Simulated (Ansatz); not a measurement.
Reaction (formal hydrolysis of a Mg–N bond): `[CH3][Mg][N](C)C` + H₂O → `[CH3][Mg][OH]` + `CNC`

Gas-phase electronic energies from Ansatz, PBE0-D4/def2-TZVP geometries. CBS: MP2 limit from def2 TZ/QZ plus the TZ coupled-cluster correction, frozen cores. This one scheme is used for every species. For Mg outer-core shells are correlated without core-valence functions, which leaves a few kJ/mol of doubt a bond. Each species was taken in one conformer, which may not be the lowest.

| species | CCSD(T)/CBS(def2) energy (Eh) |
| --- | --- |
| `[CH3][Mg][N](C)C` | -374.16717 |
| H₂O | -76.37941 |
| `[CH3][Mg][OH]` | -315.57215 |
| `CNC` | -135.00321 |

Task: Work out ΔE.

Result: ΔE = (-315.57215) + (-135.00321) − (-374.16717) − (-76.37941) = -0.02878 Eh = -18.1 kcal/mol.

Largest T1 diagnostic among the species: 0.010.

In def2-TZVPP, CCSD(T) changes the Hartree–Fock value by +5.0 kcal/mol (the triples alone add +0.9 kcal/mol) and MP2 by +4.7 kcal/mol. The D4 term adds +1.3 kcal/mol with B3LYP and +0.8 kcal/mol with PBE0; it sums over pairs of atoms, weighted by their polarisabilities, and B3LYP, whose exchange is more repulsive, gets the larger term. From BLYP to BHLYP (50 % exact exchange), in def2-TZVPP and without D4, ΔE moves by −1.4 kcal/mol.

B3LYP here is the variant with VWN-RPA as its local correlation; programs differ in this.
